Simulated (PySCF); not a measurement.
AlH₄, charge -1.

```xyz
5

Al     0.0000     0.0000     0.0000
H      0.9506     0.9506     0.9506
H     -0.9506     0.9506    -0.9506
H     -0.9506    -0.9506     0.9506
H      0.9506    -0.9506    -0.9506
```
Charge -1, spin multiplicity 1.

Coordinates come from a PBE0-D3(BJ)/def2-TZVPD optimisation. The isomer is the one that the SMILES or the coordinates give; other isomers of the formula were not compared.

The numbers are results of PBE0/pcSseg-2 (PySCF), not measurements. Non-relativistic, no solvent.

Computed absolute GIAO shielding of each atom: isotropic value and principal components (ppm):
| atom | σ(iso) | σ11 | σ22 | σ33 | span |
|---|---|---|---|---|---|
| Al1 | 485.3 | 485.3 | 485.3 | 485.3 | 0.0 |
| H2 | 28.1 | 26.5 | 26.5 | 31.3 | 4.8 |
| H3 | 28.1 | 26.5 | 26.5 | 31.3 | 4.8 |
| H4 | 28.1 | 26.5 | 26.5 | 31.3 | 4.8 |
| H5 | 28.1 | 26.5 | 26.5 | 31.3 | 4.8 |
